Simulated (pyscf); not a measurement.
H₃C–SiH₂• → •H₂C–SiH₃, a hydrogen shift (doublet surface; C–H broken, H–Si formed). Structures and frequencies: ωB97X-D3(BJ)/def2-SVP in PySCF. Correlated levels are frozen-core, on RHF or UHF. ΔMP2 is the change of the MP2 total energy from the triple- to the quadruple-zeta basis. Energies in kcal/mol from the reactant's lowest minimum found.

AM1 to PM7: differences of heats of formation from MOPAC. Open shells are spin-unrestricted. 

Q: In single points PM3 puts the saddle at 36.9 kcal/mol and the reaction energy at +7.9 kcal/mol. Should these be trusted to within a few kcal/mol? Compare with CCSD(T)/def2-TZVPP + ΔMP2(QZVPP).

A: CCSD(T)/def2-TZVPP + ΔMP2(QZVPP) gives ΔE‡ = 49.6 kcal/mol and ΔE = +11.1 kcal/mol. PM3 lies 12.7 kcal/mol under it in the barrier and 3.2 kcal/mol under it in the reaction energy, so on this step it does not hold to within 3.0 kcal/mol. CCSD(T)/def2-TZVPP + ΔMP2(QZVPP) has limits of its own. One saddle was located; it need not be the lowest between these sides. The CCSD(T) − MP2 part came from Ansatz, without density fitting, on the same reference.
